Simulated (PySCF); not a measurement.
**Simulated absorption spectrum**

Compound: C₂H₈OSi₂.
Structure used (GFN2-xTB), in Å, numbered top down from 1:
```xyz
13
C2H8OSi2 angstrom
O     -0.071    1.763   -1.131
C     -0.353    0.658   -0.712
Si    -2.090    0.321    0.041
C      0.626   -0.463   -0.735
Si     1.785   -0.295    0.780
H     -1.899   -0.184    1.402
H     -2.717   -0.723   -0.773
H     -2.854    1.561    0.017
H      1.248   -0.397   -1.629
H      0.119   -1.426   -0.716
H      2.748   -1.397    0.706
H      0.987   -0.411    2.002
H      2.469    0.993    0.730
```

Computed, not measured: PySCF 2.14.0, density-fitted response routines, TDDFT CAM-B3LYP/def2-SVPD, vertical, gas phase, core orbitals frozen in the response.

Each state is given a Gaussian of 0.5 eV full width at half maximum, with ε(max) = 2.175×10⁸ f / Δν̃ (Δν̃ the width in cm⁻¹). The cross-section is σ = 3.8235×10⁻²¹ ε cm², given in Mb (10⁻¹⁸ cm²). The width is an assumption, not a result. The curve ends short of the highest state used, and states not computed would add to its high-energy end.

| E (eV) | σ (Mb) |
| --- | --- |
| 2.78 | 0.00 |
| 2.86 | 0.00 |
| 2.94 | 0.00 |
| 3.02 | 0.01 |
| 3.10 | 0.02 |
| 3.17 | 0.03 |
| 3.25 | 0.06 |
| 3.33 | 0.09 |
| 3.41 | 0.12 |
| 3.49 | 0.14 |
| 3.56 | 0.14 |
| 3.64 | 0.12 |
| 3.72 | 0.09 |
| 3.80 | 0.06 |
| 3.88 | 0.04 |
| 3.95 | 0.02 |
| 4.03 | 0.01 |
| 4.11 | 0.00 |
| 4.19 | 0.00 |
| 4.27 | 0.00 |
| 4.35 | 0.00 |
| 4.42 | 0.00 |
| 4.50 | 0.00 |
| 4.58 | 0.00 |
| 4.66 | 0.00 |
| 4.74 | 0.00 |
| 4.81 | 0.00 |
| 4.89 | 0.00 |
| 4.97 | 0.00 |
| 5.05 | 0.00 |
| 5.13 | 0.00 |
| 5.21 | 0.00 |
| 5.28 | 0.00 |
| 5.36 | 0.00 |
| 5.44 | 0.00 |
| 5.52 | 0.00 |
| 5.60 | 0.00 |
| 5.67 | 0.00 |
| 5.75 | 0.00 |
| 5.83 | 0.01 |
| 5.91 | 0.03 |
| 5.99 | 0.06 |
| 6.07 | 0.10 |
| 6.14 | 0.15 |
| 6.22 | 0.21 |
| 6.30 | 0.30 |
| 6.38 | 0.50 |
| 6.46 | 1.01 |
| 6.53 | 2.09 |
| 6.61 | 4.76 |
| 6.69 | 10.02 |
| 6.77 | 18.85 |
| 6.85 | 31.39 |
| 6.92 | 44.26 |
| 7.00 | 58.32 |
| 7.08 | 68.01 |

Question: Locate the maxima and give the states behind the curve.

Answer: 351 nm (3.53 eV), ε about 36, made up of S1 (100%) (ε in L mol⁻¹ cm⁻¹; maxima over ε = 5, shares over 10%). At its high-energy end, 7.08 eV, the curve is still rising (ε about 18000, from S4, S5 and S6). The states used: S1 3.53 eV (f 0.0007); S2 6.33 eV (f 0.0010); S3 6.80 eV (f 0.0030); S4 7.09 eV (f 0.245); S5 7.22 eV (f 0.053); S6 7.32 eV (f 0.076); S7 7.51 eV (f 0.0023); S8 7.68 eV (f 0.0026).

Question: Does any computed singlet lie in the visible range?

Answer: No computed singlet lies in the visible range (380 to 750 nm); the lowest, at 351 nm, stands 0.27 eV above its violet end (3.26 eV); a Tamm–Dancoff triplet lies at 427 nm, without intensity as long as spin–orbit coupling is left out.

Question: Coming from long wavelengths, where does ε first pass 100 L mol⁻¹ cm⁻¹?

Answer: At about 195 nm (6.34 eV), 2.81 eV above S1.

Question: On this curve, what absorbance would a 10⁻⁴ mol/L sample give at 365 nm over a 1 cm path?

Answer: 365 nm is 3.397 eV, where ε is about 29 L mol⁻¹ cm⁻¹, so A = ε c l ≈ 0.0029 (Beer–Lambert, with the gas-phase spectrum and the assumed width).

One conformer stands for the species.
